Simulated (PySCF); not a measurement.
Compound: C8H16N2.
Numbering: `[CH3:1][NH:2][N:3]([CH:4]1[CH2:5][CH2:6][CH2:7]1)[CH:8]1[CH2:9][CH2:10]1`

Geometry (GFN2-xTB, Å), atoms numbered from 1 in this order:
```
atom  x, y, z in Å
C1    -1.131    1.894    1.639
N2    -0.415    1.661    0.403
N3    -0.277    0.283    0.095
C4     0.908    0.105   -0.725
C5     2.183    0.763   -0.175
C6     2.948   -0.537   -0.457
C7     1.606   -1.262   -0.621
C8    -1.451   -0.279   -0.512
C9    -1.668   -1.761   -0.489
C10   -2.516   -0.870    0.364
H11   -1.038    2.951    1.885
H12   -0.652    1.304    2.419
H13   -2.196    1.633    1.601
H14   -0.863    2.170   -0.366
H15    0.720    0.390   -1.773
H16    2.078    0.969    0.886
H17    2.525    1.660   -0.684
H18    3.596   -0.899    0.339
H19    3.516   -0.494   -1.384
H20    1.503   -1.929   -1.475
H21    1.315   -1.782    0.287
H22   -1.792    0.248   -1.413
H23   -0.933   -2.372    0.007
H24   -2.107   -2.221   -1.361
H25   -2.330   -0.889    1.426
H26   -3.551   -0.715    0.097
```

NICS = −σ at a ghost point: NICS(0) at the centroid of the ring atoms, NICS(1) 1 Å to either side along the normal of their mean plane, zz for the tensor component along that normal. Level: GIAO PBE0/pcSseg-1 (PySCF, non-relativistic, gas phase) on the GFN2-xTB geometry, one conformer.

Ring bond lengths (Å), with Mayer bond orders in brackets: C4–C5 1.536 (1.02), C5–C6 1.535 (1.04), C6–C7 1.535 (1.05), C7–C4 1.539 (1.02); C8–C9 1.498 (0.96), C9–C10 1.497 (0.99), C10–C8 1.501 (0.97).

What do the NICS probes read (ppm)?

```
       ring                                            type  NICS(0)  NICS(1), two faces  NICS(1)zz, two faces  rms pucker (Å)  centre to ring atoms, mean (Å)
C4–C5–C6–C7  4-membered carbocycle; formal bonds all single     -0.9         -1.4 / -0.5             2.1 / 5.8            0.10                            1.08
  C8–C9–C10  3-membered carbocycle; formal bonds all single    -41.5         -8.0 / -9.3         -18.9 / -24.2            0.00                            0.87
```

What do they say, and how far can they be read as aromaticity?

- C4–C5–C6–C7: mean NICS(1)zz 4.0 ppm, deshielded. C4, C5, C6, C7 have four or more neighbours, and the NICS criterion for π rings isn't applied. The two faces differ by 3.7 ppm, so no symmetry operation interchanges them.
- C8–C9–C10: mean NICS(1)zz -21.5 ppm, shielded. C8, C9, C10 have four or more neighbours; no verdict on aromaticity is drawn. The two faces differ by 5.3 ppm, so no symmetry operation interchanges them. NICS(0) lies 33 ppm below the mean NICS(1).

What is the mean of the two in-plane components of NICS at the second NICS(1) probe listed for ring C8–C9–C10, 1 Å off the ring?

The isotropic value is a third of the trace: (3 × -9.3 − (-24.2))/2 = -1.9 ppm.

How shielded are the nuclei of the rings and their hydrogens (means over atoms taken as equivalent)?

| atoms | environment | σ isotropic (ppm) | principal values of the symmetric part, first atom (ppm) |
| --- | --- | --- | --- |
| C4 | sp3 carbon bound to nitrogen | 123.5 | 96.8, 116.6, 157.1 |
| C5 (×2) | four-membered-ring carbon | 156.0 | 144.4, 148.4, 179.6 |
| C6 | four-membered-ring carbon | 171.9 | 161.3, 172.3, 182.1 |
| C8 | sp3 carbon bound to nitrogen | 147.7 | 109.8, 120.5, 212.7 |
| C9 (×2) | three-membered-ring carbon | 181.3 | 152.2, 179.2, 221.1 |
| H15 | methine hydrogen | 28.67 | 25.8, 28.5, 31.8 |
| H16 (×2) | methylene hydrogen | 29.67 | 25.6, 30.3, 32.6 |
| H17 (×2) | methylene hydrogen | 29.62 | 25.5, 27.9, 35.7 |
| H18 | methylene hydrogen | 30.03 | 25.9, 26.9, 37.3 |
| H19 | methylene hydrogen | 30.04 | 26.9, 27.0, 36.2 |
| H22 | methine hydrogen | 30.57 | 25.0, 28.9, 37.8 |
| H23 (×2) | methylene hydrogen | 31.16 | 25.3, 29.3, 39.1 |
| H24 (×2) | methylene hydrogen | 31.38 | 26.0, 26.6, 41.9 |
